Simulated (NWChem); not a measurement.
WO3; SMILES [O]=[W](=[O])=[O]

def2 effective core potentials on W; no spin-orbit coupling.

Task: Give the equilibrium geometry at PBE0/def2-SVP with def2 effective core potentials on W (NWChem) as a Z-matrix, with the point group.

Result: point group C3v; any orientation.
```
W
O 1 1.7157
O 1 1.7157 2 106.46
O 1 1.7157 2 106.46 3 -113.29
```
